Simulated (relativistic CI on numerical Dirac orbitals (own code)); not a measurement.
# Gd27+: sensitivity of the levels to the model

Base calculation: Dirac-Coulomb-Breit CI, KLI orbitals optimised for each configuration, a model potential for QED, unscaled Slater integrals.

CI space (outside the closed core [Ar] 3d10): 4s2 4p6 4d, 4s2 4p5 4d2, 4s2 4p6 4f, 4s 4p6 4d2, 4s2 4p5 4d 4f, 4s 4p6 4d 4f, 4s2 4p6 5s, 4s2 4p6 5p, 4s2 4p6 5d, 4s2 4p5 4d 5s, 4s2 4p6 5f, 4s2 4p5 4d 5p, 4p6 4d2 4f, 4s2 4p6 5g, 4s 4p6 4f 5s, 4s2 4p6 6s, 4s 4p6 4d 5s, 4s2 4p5 4d 5d, 4p6 4d3, 4p5 4d4, 4p5 4d3 4f, 4p6 4d 4f2, 4p5 4d2 4f2, 4p6 4f3, 4p5 4d 4f3, 4p6 4f2 5s, 4s 4p6 4f2, 4s 4p5 4f3. Double excitations out of closed p, d and f shells are left out; levels of such configurations are missing from the list, as are those of other unlisted configurations, and high levels can miss mixing partners. These lack a partner that the ground configuration has and come out too high: 4s2 4p5 4d 5s, 4s2 4p5 4d 5p, 4s2 4p5 4d 5d, 4s2 4p6 5p, 4s2 4p6 5d.

The lowest level and the first level of each name with at least 55 % of one term (blank where a level has no safe partner in the second run):

```tsv
Level	Base (cm⁻¹)	Shift (cm⁻¹)
4s2 4p6 4d 2D_3/2	0	0
4s2 4p6 4d 2D_5/2	67013	+73
4s2 4p5 4d2 4D°_1/2	931668	-14386
4s2 4p5 4d2 4D°_3/2	935801	-13746
4s2 4p5 4d2 4D°_7/2	1007332	-11049
4s2 4p5 4d2 4G°_9/2	1008824	-10756
4s2 4p5 4d2 4G°_11/2	1029590	-10066
4s2 4p5 4d2 2H°_11/2	1087401	-10153
4s2 4p5 4d2 2G°_9/2	1122237	-12487
4s2 4p5 4d2 2P°_1/2	1129386	-14269
4s2 4p5 4d2 2P°_3/2	1201663	-12870
4s2 4p6 4f 2F°_7/2	1284597	-9294
4s 4p6 4d2 4F_3/2	1907849	+45787
4s 4p6 4d2 4F_5/2	1932110	+42432
```

At this charge energies of transitions that change n are usually good to better than 1 %, and those within a shell (Δn = 0) to a few per cent.

**Question.** One thing was changed in a second run, which moved the levels as shown. Which?
A. QED terms removed
B. configuration mixing switched off
C. Breit term removed
D. only the first 3 configurations

**Answer.** B. Configuration mixing switched off. Without mixing, levels that were pushed by configurations of the same parity and J return to their single-configuration places.

LS names give the leading component of a level, which can be under half, so a name can repeat, a term be missing and a line seem to break the LS rules.
